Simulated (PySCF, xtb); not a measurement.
HgI, SMILES [I][Hg+], charge +1.

Harmonic wavenumbers (cm⁻¹) from xtb with GFN2-xTB at its own minimum, in rising order: 198.

Q: What does r2SCAN-D4/def2-TZVP in PySCF give at its own minimum? (Estimate from the structure and the level; the computed values follow.)

A: 192. Paired by order, the mean absolute difference is 6 cm⁻¹ and the zero-point energies are 0.3 and 0.3 kcal/mol.
